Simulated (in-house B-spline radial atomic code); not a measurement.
Checks on a self-consistent run for the ytterbium ion Yb¹⁹⁺, [Ar] (3d3/2)3 (3d5/2)6 4s2 4p6 4d10 4f6. Method: Dirac-Hartree-Fock, average of the jj configuration, Fermi nucleus of rms radius 5.3108 fm. Calculated with a B-spline radial code for spherical atoms.

```csv
orbital,q,ε (Eh),<1/r>,<r²>,small-component weight
1s1/2,2,-2288.87672,80.6111,0.000529873,0.068977
2s1/2,2,-410.04583,19.489,0.00813364,0.015517
2p1/2,2,-391.13501,19.4192,0.00586317,0.015535
2p3/2,4,-352.71676,16.6852,0.00707316,0.014188
3s1/2,2,-109.84984,7.19714,0.0527687,0.0051143
3p1/2,2,-101.41632,7.09464,0.048784,0.005033
3p3/2,4,-93.24679,6.40655,0.0552118,0.0046748
3d3/2,3,-79.58794,6.24982,0.0438787,0.0044929
3d5/2,6,-77.82131,6.11272,0.0448444,0.0044292
4s1/2,2,-36.85596,3.08336,0.250938,0.0017328
4p1/2,2,-33.38455,2.98896,0.25715,0.001661
4p3/2,4,-31.29880,2.76946,0.284737,0.001547
4d3/2,4,-25.48696,2.62134,0.297262,0.0014281
4d5/2,6,-25.11856,2.5423,0.306609,0.001361
4f5/2,2.5714,-18.19914,2.27613,0.316295,0.0011127
4f7/2,3.4286,-18.16261,2.26568,0.318574,0.0011088
```

Electron-electron repulsion V_ee = 4156.0883 hartree.

(1) What total energy follows from the eigenvalues?

(2) Does the Dirac virial theorem hold?

(3) What diamagnetic shielding (Lamb formula) and susceptibility (Langevin formula) do the radii give?

Results:

(1) The eigenvalues count the repulsion twice, so E = Σqε - V_ee = -9719.598 - 4156.088 = -13875.687 hartree; the run printed -13875.687.

(2) For a point nucleus E = -2c²Σq·w, with w the small-component weight. Here Σq·w = 0.36937 and c = 137.0360, so the ratio E/(-2c²Σq·w) is 1.000205; the finite nucleus accounts for the departure from 1.

(3) σ = (α²/3)Σq<1/r> = 477.998/(3·137.036²) = 8484.7 ppm, and χ = -0.79199×10⁻⁶·Σq<r²> = -6.313×10⁻⁶ cm³/mol with Σq<r²> = 7.9714 bohr². Both are non-relativistic formulas without the paramagnetism of open shells; for so heavy an element the full relativistic shielding is larger by tens of per cent.
